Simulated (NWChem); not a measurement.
System meant: ZrN3H7; SMILES [NH2][ZrH]([NH2])[NH2]

NWChem input:

```
start job
memory heap 200 mb stack 900 mb global 1100 mb
geometry units angstroms noautoz
  Zr    -0.000228    -0.006218     0.039737
  N      1.541703    -1.196678     0.611591
  H      1.520186    -2.211251     0.507527
  H      2.459052    -0.944093     0.973544
  N     -1.825373    -0.709000     0.584371
  H     -2.687855    -0.194028     0.406893
  H     -2.080695    -1.602628     0.999736
  N      0.281033     1.960071     0.459394
  H     -0.382030     2.654124     0.798401
  H      1.165280     2.437992     0.285335
  H      0.001882    -0.095227    -1.838230
end
basis spherical
  * library def2-svp
end
ecp
  Zr library def2-ecp
end
dft
  xc b3lyp
  iterations 150
end
tddft
  cis
  nroots 4
  notriplet
end
task tddft energy
```

End of the output:

```
 Vector   23  Occ=0.000000D+00  E=-4.145194D-03  Symmetry=a
              MO Center= -6.0D-13, -8.4D-12,  9.1D-01, r^2= 1.0D+01
   Bfn.  Coefficient  Atom+Function         Bfn.  Coefficient  Atom+Function
  ----- ------------  ---------------      ----- ------------  ---------------
     5      1.444113   1 Zr s                 4     -0.644075   1 Zr s
    14      0.369324   1 Zr pz               34     -0.358756   2 N  s
    58     -0.358756   5 N  s                82     -0.358756   8 N  s
    33     -0.133816   2 N  s                57     -0.133816   5 N  s
    81     -0.133816   8 N  s                22     -0.120773   1 Zr d  0

 center of mass
 --------------
 x =  -0.00000000 y =  -0.00000000 z =  -0.03248462

 moments of inertia (a.u.)
 ------------------
         414.459728918388           0.000000000000           0.000000000000
           0.000000000000         414.459728918388           0.000000000000
           0.000000000000           0.000000000000         733.062299187738

     Multipole analysis of the density
     ---------------------------------

     L   x y z        total         alpha         beta         nuclear
     -   - - -        -----         -----         ----         -------
     0   0 0 0      0.000000    -20.000000    -20.000000     40.000000

     1   1 0 0     -0.000000     -0.000000     -0.000000     -0.000000
     1   0 1 0     -0.000000     -0.000000     -0.000000      0.000000
     1   0 0 1      1.020666     -4.400526     -4.400526      9.821717

     2   2 0 0    -26.410912   -123.793701   -123.793701    221.176490
     2   1 1 0      0.000000      0.000000      0.000000     -0.000000
     2   1 0 1     -0.000000     -0.000000     -0.000000     -0.000000
     2   0 2 0    -26.410912   -123.793701   -123.793701    221.176490
     2   0 1 1     -0.000000     -0.000000     -0.000000     -0.000000
     2   0 0 2    -39.351438    -34.827802    -34.827802     30.304167

 ------------------------------------------------------------------------
 tddft_init: non-Abelian symmetry not permitted                   0
 ------------------------------------------------------------------------
 ------------------------------------------------------------------------
  current input line :
    31: task tddft energy
 ------------------------------------------------------------------------
 ------------------------------------------------------------------------
 There is an error related to the specified geometry
 ------------------------------------------------------------------------
 For more information see the NWChem manual at https://nwchemgit.github.io

0:tddft_init: non-Abelian symmetry not permitted:Received an Error in Communication
```

Find the fault in this run and fix the input.

The program stopped with an error. Cause: the TDDFT module takes Abelian point groups alone, and the geometry was found to have a non-Abelian one. This input runs:
```
start job
memory heap 200 mb stack 900 mb global 1100 mb
geometry units angstroms noautosym nocenter noautoz
  Zr    -0.000228    -0.006218     0.039737
  N      1.541703    -1.196678     0.611591
  H      1.520186    -2.211251     0.507527
  H      2.459052    -0.944093     0.973544
  N     -1.825373    -0.709000     0.584371
  H     -2.687855    -0.194028     0.406893
  H     -2.080695    -1.602628     0.999736
  N      0.281033     1.960071     0.459394
  H     -0.382030     2.654124     0.798401
  H      1.165280     2.437992     0.285335
  H      0.001882    -0.095227    -1.838230
end
basis spherical
  * library def2-svp
end
ecp
  Zr library def2-ecp
end
dft
  xc b3lyp
  iterations 150
end
tddft
  cis
  nroots 4
  notriplet
end
task tddft energy
```
It converges to -215.50818 Ha (B3LYP/def2-SVP with def2 effective core potentials on Zr, TDA).
